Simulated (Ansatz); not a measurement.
Relaxation of BClH₅O₂P (10 atoms, charge 0, multiplicity 1), to a largest force component of 0.03 eV/Å in at most 50 steps.

These are results of Ansatz 0.2.0, RKS PBE-D4/def2-SVP, not measurements.

```xyz
10
Properties=species:S:1:pos:R:3:forces:R:3
B 0.006 0.579 -0.304 -0.07 -0.36 -0.19
Cl 0.435 -0.397 2.574 0.07 0.66 -0.12
O 1.129 -0.089 -0.718 -0.03 -0.03 -0.06
H 0.985 -1.030 -0.926 0.01 -0.02 0.01
O -1.267 0.080 -0.217 0.04 0.02 -0.06
H -1.337 -0.881 -0.367 0.00 0.00 0.00
P 0.210 2.474 -0.030 0.02 0.43 0.13
H -0.577 2.590 1.168 -0.01 0.01 -0.01
H 1.480 2.445 0.643 0.00 -0.02 -0.01
H 0.456 0.800 1.965 -0.02 -0.70 0.31
```

Where does it end, and by what steps?

It converged. After 8 steps the energy has fallen by 0.057 eV; Cl2 moved furthest, 0.42 Å.

```json
{"step": "0", "energy less start (eV)": "0.0000", "largest force component (eV/Å)": "0.695", "accepted": "yes"}
{"step": "1", "energy less start (eV)": "-0.0293", "largest force component (eV/Å)": "0.701", "accepted": "yes"}
{"step": "2", "energy less start (eV)": "-0.0188", "largest force component (eV/Å)": "0.620", "accepted": "no"}
{"step": "3", "energy less start (eV)": "-0.0526", "largest force component (eV/Å)": "0.183", "accepted": "yes"}
{"step": "4", "energy less start (eV)": "-0.0533", "largest force component (eV/Å)": "0.143", "accepted": "yes"}
{"step": "5", "energy less start (eV)": "-0.0568", "largest force component (eV/Å)": "0.049", "accepted": "yes"}
{"step": "6", "energy less start (eV)": "-0.0572", "largest force component (eV/Å)": "0.040", "accepted": "yes"}
{"step": "7", "energy less start (eV)": "-0.0573", "largest force component (eV/Å)": "0.045", "accepted": "yes"}
{"step": "8", "energy less start (eV)": "-0.0574", "largest force component (eV/Å)": "0.013", "accepted": "yes"}
```

```xyz
10
Properties=species:S:1:pos:R:3
B -0.008 0.560 -0.374
Cl 0.584 -0.176 2.896
O 1.103 -0.119 -0.797
H 0.945 -1.052 -1.036
O -1.286 0.077 -0.309
H -1.381 -0.862 -0.557
P 0.226 2.461 0.010
H -0.616 2.518 1.174
H 1.459 2.350 0.742
H 0.495 0.812 2.039
```

Whether the end is a true minimum wasn't checked by a vibrational analysis.

The run took 16 s on 2 threads of Arm Neoverse V2, on a shared host, peak memory 0.15 GiB.
